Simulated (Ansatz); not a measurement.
CH4TeZn, SMILES `[CH3][Zn][TeH]`. The species carries charge 0 and has multiplicity 1. For Zn the d shell is correlated and the shells below it are frozen. Correlated methods include outer-core shells of Te, which these sets cover unevenly. Scalar relativity is left out up to krypton. Te takes the def2 core potential.

```xyz
7

C     0.724    0.863    0.825
Zn   -0.507   -0.095   -0.334
Te   -2.090   -1.319   -1.821
H     0.265    1.058    1.796
H     1.629    0.272    0.983
H     1.009    1.817    0.376
H    -1.030   -2.596   -1.826
```

Task: Give the diagnostics of a CCSD(T)/def2-TZVPP run (frozen core, Ansatz). (Estimate.)

Result: The calculation gave: T1 = 0.0126, largest single amplitude 0.029, largest double 0.044, (T) share of the correlation energy 2.9 %, 11 CCSD cycles. The RHF solution is stable towards an unrestricted one. T1 lies under the customary mark of 0.02 for closed shells.
